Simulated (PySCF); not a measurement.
A made-up structure of Al₂H₂ClF, singlet:

F1  (-1.685, -1.931, 1.263)
Al2  (-0.832, -1.081, -0.139)
Al3  (0.901, 1.196, 0.296)
Cl4  (-1.259, -1.983, -2.268)
H5  (1.692, 1.978, -1.089)
H6  (1.182, 1.821, 1.936)
(Å)

It is relaxed with PBE-D4/def2-SVP and then PBE0-D4/def2-TZVP (PySCF 2.14 with density fitting (its default auxiliary sets; JK sets also for MP2 and CCSD(T))). Atoms count as bonded within 1.22 times the sum of their covalent radii (H–H: 0.88 Å). The end point is not checked to be a true minimum.

(1) Does its bonding change? (A judgement: the text doesn't fix the answer.)

Answers

(1) The calculation gives: No: no bond forms or breaks.

Where it ends: The first stage lowers the energy by 1.13 eV in 12 steps. It ends as Al₂H₂ClF ([F][Al]([AlH2])[Cl]):
F1  (-1.483, -1.712, 1.168)
Al2  (-0.736, -0.963, -0.097)
Al3  (0.812, 1.076, 0.260)
Cl4  (-1.137, -1.784, -1.987)
H5  (1.504, 1.768, -0.988)
H6  (1.077, 1.642, 1.719)
(Å)

Labels in which every atom is bracketed show which atoms are joined, not bond orders.

For scale, one of the runs: PBE0-D4/def2-TZVP relaxation, 154 basis functions, launched by `OMP_NUM_THREADS=2 python run.py`. Hardware: 2 CPU threads of an Arm Neoverse V1, shared host. Wall time 90 s; peak host memory 1.4 GiB.
